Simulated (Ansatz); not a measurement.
Consider the ligand exchange at the In–N bond: `C[N](C)[InH][Br]` + `O[SiH3]` → `[SiH3][O][InH][Br]` + `CNC`.

Isolated molecules relaxed with PBE0-D4/def2-TZVP in Ansatz; ΔE leaves out vibrations. CCSD(T)/CBS is the MP2 limit (def2-TZVPP, def2-QZVPP) plus CCSD(T) − MP2 in def2-TZVPP, frozen cores. Functionals use def2-TZVPP. HSE06 is defined as in plane-wave codes. def2 core potentials past Kr. For Br, In outer-core shells are correlated without core-valence functions, which leaves a few kJ/mol of doubt a bond. Scalar relativity is left out up to krypton. One conformer a species, not always the lowest.

CCSD(T)/CBS gives -31.8 kJ/mol.

Q: Another level gave -57.2 kJ/mol. Which?
A. MP2/def2-TZVPP
B. HSE06/def2-TZVPP
C. HF/def2-TZVPP
D. CAM-B3LYP/def2-TZVPP

A: C. HF/def2-TZVPP -57.2, MP2/def2-TZVPP -27.7, HSE06 -35.5, CAM-B3LYP -40.3 kJ/mol.

Largest T1 diagnostic among the species: 0.014.

At CCSD(T), def2-SVP lies −7.4 kJ/mol from the extrapolated value and def2-TZVPP −0.4 kJ/mol. From BLYP to BHLYP (50 % exact exchange), in def2-TZVPP and without D4, ΔE moves by −5.9 kJ/mol. The D4 term adds +3.8 kJ/mol with B3LYP and +2.1 kJ/mol with PBE0; it sums over pairs of atoms, weighted by their polarisabilities, and B3LYP, whose exchange is more repulsive, gets the larger term.

B3LYP here is the variant with VWN-RPA as its local correlation; programs differ in this.
